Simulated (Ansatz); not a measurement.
Program: Ansatz. Geometries: PBE0-D4/def2-TZVP. ΔE: electronic, gas phase. CCSD(T)/CBS adds triple-zeta CCSD(T) − MP2 to the extrapolated MP2 energy (def2 sets, frozen cores). This one scheme is used for every species. DFT in def2-TZVPP. For Se outer-core shells are correlated without core-valence functions, which leaves a few kJ/mol of doubt a bond. Scalar relativity is left out up to krypton. Each species was taken in one conformer, which may not be the lowest.

Consider the ligand exchange at the Si–Cl bond: `Cl[SiH2][SeH]` + CH₃OH → `CO[SiH2][SeH]` + HCl.

CCSD(T)/CBS gives -1.2 kJ/mol.

Question: Another level gave -5.5 kJ/mol. Which?
A. revPBE/def2-TZVPP
B. CAM-B3LYP/def2-TZVPP
C. PBE0-D4/def2-TZVPP
D. r2SCAN/def2-TZVPP

Answer: B. CAM-B3LYP -5.5, r2SCAN 0.9, revPBE 9.9, PBE0-D4 5.1 kJ/mol.

Largest T1 diagnostic among the species: 0.010.

Leaving LDA and LC-ωPBE aside and taking each functional with its dispersion term where it has one, the values, not all of them listed here, spread over 12.4 kJ/mol, from CAM-B3LYP-D4 to HSE06-D4. LDA lies −9.2 kJ/mol from PBE without D4.
